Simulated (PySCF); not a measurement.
VF5, SMILES [F][V]([F])([F])([F])[F], multiplicity 1.

Geometry optimised at B3LYP-D3(BJ)/def2-SVP. The spin state was assumed, not searched. The isomer is the one that the SMILES or the coordinates give; other isomers of the formula were not compared.

Calculation: PBE/def2-TZVP (PySCF).

Symmetry labels are those of the subgroup C2v that the program uses (full group D3h).

Question: List the valence orbital energies around the gap with their symmetry. (The exact figures need the calculation; the answer reports its results.)

Answer: 
| orbital | symmetry | energy (eV) |
|---|---|---|
| HOMO−7 | B1 | -11.82 |
| HOMO−6 | B2 | -11.71 |
| HOMO−5 | B1 | -11.28 |
| HOMO−4 | A1 | -10.62 |
| HOMO−3 | B1 | -10.62 |
| HOMO−2 | B2 | -10.57 |
| HOMO−1 | A2 | -10.18 |
| HOMO | B2 | -10.18 |
| LUMO | A2 | -6.28 |
| LUMO+1 | B2 | -6.28 |
| LUMO+2 | A1 | -5.10 |
| LUMO+3 | B1 | -5.10 |
